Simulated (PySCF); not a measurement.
## Stretching CaPb

Set-up: PySCF, scalar-relativistic core potentials, basis sets Ca def2-SVPD, Pb def2-SVPD with ECP60. Energies in eV from Ca + Pb in their ground configurations at the same level. State: ³Σ⁻ (triplet), unpaired electrons π ↑↑.

All columns are PBE. A positive dipole means Ca(−)Pb(+).

```
R (Å)  E (eV)  μ (D)  Mulliken charge on Ca (basis-dependent)  HOMO (eV)  LUMO (eV)  Mayer bond order  ⟨S²⟩
2.637  -0.952  -3.32                                     0.00      -3.82      -2.84              1.86  2.13
2.759  -1.233  -3.53                                    -0.01      -3.86      -2.73              1.77  2.14
2.882  -1.382  -3.69                                     0.00      -3.75      -2.71              1.68  2.14
2.974  -1.432  -3.78                                     0.01      -3.69      -2.75              1.61  2.15
3.066  -1.442  -3.85                                     0.02      -3.63      -2.79              1.54  2.16
3.158  -1.423  -3.90                                     0.04      -3.58      -2.83              1.48  2.16
3.281  -1.365  -3.96                                     0.06      -3.53      -2.88              1.39  2.17
3.434  -1.261  -4.01                                     0.09      -3.47      -2.95              1.29  2.18
3.618  -1.111  -4.06                                     0.12      -3.42      -3.02              1.17  2.19
3.863  -0.905  -4.10                                     0.14      -3.37      -3.11              1.02  2.18
```

A fit through these points gives, at Re = 3.048 Å, μ = -3.83 D and dμ/dR = -0.690 D/Å; the reduced mass is 33.52 u.

Problem. How strong is the fundamental in the double-harmonic approximation, I = 42.26·(dμ/dR)²/μred km/mol?

Solution. I = 42.26·(-0.690)²/33.52 = 0.600 km/mol at PBE.

These are scalar-relativistic numbers at best; spin–orbit coupling would shift them, the dissociation energy most. The state was picked by a PBE0 search and need not be the measured ground state.
